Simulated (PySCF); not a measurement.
PBE on Si⁻ (silicon, charge -1), [Ne] 3s2 3p3, high-spin 4S determinant. Calculation: PySCF 2.14, in x2c-TZVPPall with one added diffuse shell each of s, p, d type (6s6p4d1f, 51 functions); scalar relativity by spin-free X2C-1e.

```
cycle= 1 E= -289.888783676347  delta_E= -0.0082  |g|= 0.0166  |ddm|= 0.203
cycle= 2 E= -289.888797992673  delta_E= -1.43e-05  |g|= 0.00696  |ddm|= 0.0259
cycle= 3 E= -289.888814186909  delta_E= -1.62e-05  |g|= 0.0031  |ddm|= 0.0201
cycle= 4 E= -289.888826262261  delta_E= -1.21e-05  |g|= 8.15e-05  |ddm|= 0.00799
cycle= 5 E= -289.888826265523  delta_E= -3.26e-09  |g|= 2.55e-05  |ddm|= 0.000307
cycle= 6 E= -289.888826266645  delta_E= -1.12e-09  |g|= 8.84e-07  |ddm|= 7.93e-05
cycle= 7 E= -289.888826266646  delta_E= -1.36e-12  |g|= 1.01e-08  |ddm|= 3.11e-06
converged SCF energy = -289.888826266646  <S^2> = 3.7503919  2S+1 = 4.0001959
```

Highest occupied orbital energy: 1.169 eV; ⟨L²⟩ = 0.00; populations by l: s 6.00, p 9.00, d 0.00, f 0.00.

Problem. Can this result be used?

Solution. With care. The calculation finished and met its thresholds. At PBE the highest occupied level has a positive energy, so only the finite basis holds that electron; in a semilocal or global hybrid functional this comes from self-interaction and does not mean that the real anion is unbound.
